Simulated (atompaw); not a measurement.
Plane-wave convergence, PAW (atompaw) potential for V (Z = 23)

vanadium (V), PAW, made with atompaw 4.2.0.5 (PBE, scalar-relativistic). Core [Ne], reference 3s2 3p6 3d3 4s0 4p0 (charge +2). Waves: 3s (bound); 4s (bound, empty); 3p (bound); 4p (bound, empty); 3d (bound); 3d channel at 0.3 Ry. Local part: ultrasoft scheme with l = 3 at 0.5 Ry, radius 1.60 bohr. Core correction: smooth core density matched at 1.50 bohr. Augmentation charge: sinc compensation charge, radius 1.90 bohr; PAW radius 1.95 bohr; waves and projectors: bloechl.

The pseudo-atom Hamiltonian at the reference potential is diagonalised in spherical Bessel functions j_l(qr) that vanish at 20 bohr, with q² up to the cutoff. All-electron valence levels (Ry): 3s -6.3780, 4s -1.3082, 3p -4.4528, 4p -0.9527, 3d -1.5668.

Q: How do the lowest levels (Ry) of each channel move with the cutoff, and are there ghosts?

A:

```json
{"cutoff (Ry)": "8", "s #1": "-5.6797", "s #2": "-1.2156", "s #3": "-0.4824", "p #1": "-3.2691", "p #2": "-0.7770", "d #1": "-0.8829", "d #2": "-0.3730", "f #1": "-0.2827", "f #2": "-0.1605", "Σ f·Δε (mRy)": "10550.4"}
{"cutoff (Ry)": "15", "s #1": "-6.2353", "s #2": "-1.2907", "s #3": "-0.5046", "p #1": "-4.1286", "p #2": "-0.8879", "d #1": "-1.2149", "d #2": "-0.4436", "f #1": "-0.2830", "f #2": "-0.1609", "Σ f·Δε (mRy)": "3286.1"}
{"cutoff (Ry)": "25", "s #1": "-6.3660", "s #2": "-1.3065", "s #3": "-0.5093", "p #1": "-4.3998", "p #2": "-0.9371", "d #1": "-1.4795", "d #2": "-0.4864", "f #1": "-0.2831", "f #2": "-0.1610", "Σ f·Δε (mRy)": "603.5"}
{"cutoff (Ry)": "45", "s #1": "-6.3779", "s #2": "-1.3082", "s #3": "-0.5098", "p #1": "-4.4519", "p #2": "-0.9524", "d #1": "-1.5640", "d #2": "-0.5028", "f #1": "-0.2831", "f #2": "-0.1610", "Σ f·Δε (mRy)": "14.2"}
{"cutoff (Ry)": "60", "s #1": "-6.3780", "s #2": "-1.3082", "s #3": "-0.5098", "p #1": "-4.4527", "p #2": "-0.9527", "d #1": "-1.5666", "d #2": "-0.5037", "f #1": "-0.2831", "f #2": "-0.1610", "Σ f·Δε (mRy)": "1.1"}
{"cutoff (Ry)": "90", "s #1": "-6.3780", "s #2": "-1.3082", "s #3": "-0.5098", "p #1": "-4.4528", "p #2": "-0.9527", "d #1": "-1.5668", "d #2": "-0.5037", "f #1": "-0.2831", "f #2": "-0.1610", "Σ f·Δε (mRy)": "0.0"}
{"cutoff (Ry)": "400", "s #1": "-6.3780", "s #2": "-1.3082", "s #3": "-0.5098", "p #1": "-4.4528", "p #2": "-0.9527", "d #1": "-1.5668", "d #2": "-0.5037", "f #1": "-0.2831", "f #2": "-0.1610", "Σ f·Δε (mRy)": "0.0"}
```

Result: no extra level below or beside the all-electron valence levels (s, p, d, f tested); 10 mRy is reached at 50 Ry and 1 mRy at 70 Ry.
